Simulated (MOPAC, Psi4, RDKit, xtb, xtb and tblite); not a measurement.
Two geometries of SMILES CC(C)c1ccccc1O, singlet, relaxed at GFN2-xTB with one dihedral held; other torsions can differ between them too.

Structure A

```
22

C     -2.2588     0.3915    -1.0740
C     -1.3937     0.1347     0.1591
C     -1.8526    -1.1914     0.7835
C      0.1053     0.1225    -0.0997
C      0.9399    -0.4102     0.8799
C      2.3135    -0.4810     0.7444
C      2.9095    -0.0067    -0.4081
C      2.1136     0.5483    -1.3884
C      0.7299     0.6281    -1.2486
O      0.0131     1.2200    -2.2485
H     -3.3098     0.3179    -0.7995
H     -2.0523    -0.3462    -1.8450
H     -2.0848     1.3800    -1.4843
H     -1.5889     0.9377     0.8833
H     -2.9384    -1.2091     0.8473
H     -1.4648    -1.3340     1.7877
H     -1.5312    -2.0275     0.1661
H      0.5036    -0.7745     1.7958
H      2.9120    -0.9061     1.5357
H      3.9794    -0.0577    -0.5427
H      2.5653     0.9391    -2.2927
H      0.6189     1.4951    -2.9478
```

Structure B

```
22

C     -2.1465     0.5050    -1.0701
C     -1.3781     0.1074     0.1865
C     -1.8893    -1.2467     0.6945
C      0.1174     0.0300    -0.0101
C      0.7293    -0.0047    -1.2525
C      2.1073    -0.0754    -1.3818
C      2.9054    -0.1005    -0.2550
C      2.3196    -0.0513     0.9973
C      0.9400     0.0170     1.1244
O      0.3521     0.0831     2.3561
H     -3.1949     0.6579    -0.8224
H     -2.0908    -0.2770    -1.8237
H     -1.7568     1.4301    -1.4895
H     -1.5647     0.8528     0.9673
H     -2.9636    -1.2060     0.8594
H     -1.4057    -1.5078     1.6312
H     -1.6785    -2.0250    -0.0365
H      0.1249     0.0141    -2.1451
H      2.5538    -0.1062    -2.3643
H      3.9802    -0.1535    -0.3432
H      2.9356    -0.0607     1.8881
H      1.0369     0.0950     3.0353
```

Problem. Which is lower in energy at the level Psi4 with B3LYP-D3(BJ)/def2-SVP // GFN2-xTB, and by how much?

Solution. B is lower, by 6.28 kcal/mol (dihedral C1–C2–C4–C5: -165° in A, -15° in B).

E(B) − E(A) in kcal/mol at the other levels, on the same two geometries: GFN2-xTB (xtb and tblite) -4.77; MMFF94 // GFN2-xTB (RDKit) -5.02; B3LYP/def2-SVP // GFN2-xTB (Psi4) -6.27; PBE/def2-SVP // GFN2-xTB (Psi4) -6.16; PBE-D3(BJ)/def2-SVP // GFN2-xTB (Psi4) -6.17; UFF // GFN2-xTB (RDKit) -9.73; PM6, restricted, heats of formation // GFN2-xTB (MOPAC) -2.88; PM7, restricted, heats of formation // GFN2-xTB (MOPAC) -3.47; GFN1-xTB // GFN2-xTB (xtb) -3.71.
